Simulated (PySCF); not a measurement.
Species: C₃H₈AlN.
SMILES with atom numbers: `[CH3:1][CH2:2][C:3]#[N+:4][AlH3-:5]`

Structure used (PBE0-D3(BJ)/def2-SVP), in Å, numbered top down from 1:
```xyz
13
C3H8AlN angstrom
C      2.2547   -0.5730   -0.0433
C      1.3721    0.3069    0.8405
C     -0.0246    0.2832    0.4434
N     -1.1265    0.2495    0.1097
Al    -3.0700    0.1843   -0.4842
H      3.2946   -0.5115    0.3044
H      1.9368   -1.6240   -0.0006
H      2.2203   -0.2443   -1.0912
H      1.6996    1.3593    0.8150
H      1.4161   -0.0105    1.8954
H     -3.7562    0.8906    0.7823
H     -3.2397   -1.4047   -0.6285
H     -2.9553    1.0432   -1.8346
```

Computed, not measured: PySCF 2.14.0, delta-SCF UKS SCAN, pcX-2 on the ionised atom, pcseg-1 elsewhere, spin-free X2C. These are vertical core ionisation energies against the vacuum level, from separate self-consistent calculations with and without the core hole.

Some binding energies are withheld.

| atom(s) | bonded to | level | binding energy (eV) |
| --- | --- | --- | --- |
| C1 | C and 3 H | C 1s | 292.18 |
| C2 | 2 C and 2 H | C 1s | 293.35 |
| C3 | N (triple bond) and C | C 1s | ? |
| N4 | C (triple bond) and Al | N 1s | 406.48 |
| Al5 | N and 3 H | Al 1s | ? |

(1) Fill in C 1s for C3.

(2) Fill in Al 1s for Al5.

## Answers

(1) 293.24 eV (triply bonded carbon). The nearest listed C 1s value is that of C2; the shift against it is -0.11 eV.

(2) 1565.32 eV (aluminium bonded to N and 3 H).

Lowest listed C 1s: C1, bonded to C and 3 H. Highest, 1.17 eV above it: C2, bonded to 2 C and 2 H. The widest gap between neighbouring values is 1.06 eV, between 292.18 and 293.24 eV. Summing the Pauling electronegativity differences to the bonded atoms, each weighted by its formal bond order, gives -1.05 for the lowest site and -0.70 for the highest; the largest sum, +1.47, belongs to C3, 0.11 eV below the top.

Express the binding energy of C 1s of C3 in atomic units and per mole.

293.24 eV = 10.7764 Eh = 28293 kJ/mol.

Spin contamination (⟨S²⟩ against 0.75 for a pure doublet) is marked for C 1s of C3 (0.93), which makes this value less certain. Isolated species at its PBE0-D3(BJ)/def2-SVP geometry, gas phase.

On one thread of an Intel Xeon 6975P-C, shared host with 192 logical CPUs at a one-minute load of 37, this took 21 s and 0.58 GiB of memory at its peak.
